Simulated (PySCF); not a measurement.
C5H4F3S (doublet state).
Cartesian coordinates in Å at the GFN2-xTB level; atoms count from 1:
```
atom  x, y, z in Å
F1     3.2143   -0.7580   -0.3474
C2     2.0790   -0.0995   -0.5285
F3     2.2332    0.8723   -1.4232
C4     0.9255   -0.3349    0.0891
F5     0.8690   -1.3384    0.9865
C6    -0.3718    0.3570   -0.2082
C7    -1.3834   -0.5518   -0.8320
S8    -2.4926   -0.6160    0.4848
C9    -1.2423    0.6073    1.0364
H10   -0.1463    1.2550   -0.7941
H11   -1.2434   -1.3165   -1.5683
H12   -0.7874    0.3152    1.9793
H13   -1.6581    1.6086    1.1078
```

The hyperfine couplings belong to this conformer and change with its torsions.

As a line formula: `FC(F)=C(F)[C@H]1[CH]SC1` [radical].

Computed with UKS B3LYP, pcH-1 on C F H S, non-relativistic, mean-field spin-orbit, GIAO (PySCF 2.14.0). Geometry: GFN2-xTB, one conformer, isolated molecule. The geometry wasn't refined by DFT: couplings that depend on bond lengths, twists or pyramidal angles can differ widely from those at the functional's own minimum. The SCF solution wasn't tested for stability.

**Question.** What is the g tensor, term by term?

**Answer.** 
| Δg (ppt) | 1 | 2 | 3 |
| --- | --- | --- | --- |
| relativistic mass correction | -0.18 | -0.18 | -0.18 |
| gauge correction | 0.00 | 0.03 | 0.03 |
| orbital Zeeman/spin–orbit | -0.07 | 0.48 | 8.05 |
| total | -0.25 | 0.33 | 7.90 |

So g = 2.00207, 2.00265, 2.01022 and g_iso = 2.00498; the tensor is close to axial: the two nearest values differ by 7 % of g3 − g1. 

**Question.** What are the electron Larmor frequencies g μB B/h along the three axes at 340 mT?

**Answer.** 9.5273, 9.5300, 9.5661 GHz for g1, g2 and g3, a range of 38.8 MHz.

**Question.** At 9.41 GHz, how far is the centre of the isotropic spectrum from where a free electron (g = 2.002319) resonates?

**Answer.** B = hν/(g μB) with μB/h = 13.99624 MHz/mT gives 335.77 mT for the free electron and 335.33 mT at g_iso, 0.45 mT lower.

**Question.** In a frozen sample, at which fields do the three g values resonate at 9.5, 34, 94 and 263 GHz (hyperfine left aside), and which band first spreads them over more than twice a line width of 0.5 mT?

**Answer.** 
| band | GHz | B(g3) mT | B(g2) mT | B(g1) mT | spread mT |
| --- | --- | --- | --- | --- | --- |
| X | 9.5 | 337.65 | 338.93 | 339.03 | 1.37 |
| Q | 34.0 | 1208.44 | 1213.01 | 1213.36 | 4.92 |
| W | 94.0 | 3340.97 | 3353.60 | 3354.57 | 13.60 |
| J | 263.0 | 9347.62 | 9382.96 | 9385.66 | 38.04 |

The spread grows in proportion to the frequency. X band is the first where it exceeds 1.0 mT.

The Mulliken spin populations are largest on C7 (+0.80) and S8 (+0.22). The angles at C7 add up to 352.9°, so it is slightly pyramidal.

The HOMO–LUMO gaps are 4.31 eV among the α and 5.39 eV among the β orbitals.

Time: 1.9 min wall (grids of density and orbitals included); peak memory 1.1 GiB. Hardware: an Arm Neoverse V2 with one thread, shared host with 96 logical CPUs at a one-minute load of 77.
